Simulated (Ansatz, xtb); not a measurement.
## C5H2ClN3: which of two isomers lies lower

We compare X, `N#Cc1cnc(Cl)cn1`, a singlet, with Y, `N#Cc1cncc(Cl)n1`, a singlet. Both are isolated molecules in the gas phase, relaxed with B3LYP/def2-SVP.

Energies in hartree; the thermal terms are from GFN2-xTB frequencies at re-optimised GFN2-xTB minima (ideal gas, soft modes damped towards free rotors, one conformer each, 298.15 K, 1 atm) and include the zero-point energy:

|  | X | Y |
| --- | --- | --- |
| E, CCSD(T)/def2-SVP | −814.217647 | −814.216941 |
| E, MP2/def2-SVP | −814.134953 | −814.134212 |
| E, MP2/def2-TZVPP | −814.984261 | −814.983600 |
| zero-point energy | 0.062598 | 0.062561 |
| H(298 K) − E | 0.071026 | 0.071009 |
| G(298 K) − E | 0.029746 | 0.029524 |

Question: Correct the CCSD(T) difference for the basis set by the MP2 change, then work out ΔE, ΔE₀, ΔH and ΔG for X → Y in kcal/mol (1 Eh = 627.51 kcal/mol) and the equilibrium ratio [Y]/[X].

Answer: 1. Differences Y − X: CCSD(T) +0.000706, MP2 in the small set +0.000741, MP2 in the large set +0.000661 Eh.
2. ΔE = +0.000706 + (+0.000661 − (+0.000741)) = +0.000626 Eh = +0.39 kcal/mol.
3. ΔE₀ = ΔE + ΔZPE = +0.000626 + (−0.000037) Eh = +0.37 kcal/mol.
4. ΔH = ΔE + (−0.000017) Eh = +0.38 kcal/mol.
5. ΔG = ΔE + (−0.000222) Eh = +0.25 kcal/mol, so ΔS = (ΔH − ΔG)/T = +1.8 J/(mol K).
6. kT = 0.9442 mEh, so K = [Y]/[X] = exp(−ΔG/kT) = exp(−0.43) ≈ 0.65.

The two are too close for this level to say which is favoured. An error of 1 kcal/mol in ΔG would change K by a factor of 5.4. Mirror images and further conformers aren't counted.

As drawn, both hold the same kinds of bond in the same numbers.

Other levels gave ΔE = +0.4 (GFN2-xTB); +0.1 (HF/STO-3G, GFN2-xTB geometries); +0.6 (r2SCAN-D4/def2-SVP, GFN2-xTB geometries); +0.6 (B3LYP/def2-SVP); +0.6 (HF/def2-SVP); +0.5 (MP2/def2-SVP); +0.4 (CCSD(T)/def2-SVP) kcal/mol. The correlated steps freeze 13 core orbitals. Programs: Ansatz 0.2.0, xtb 6.7.1.
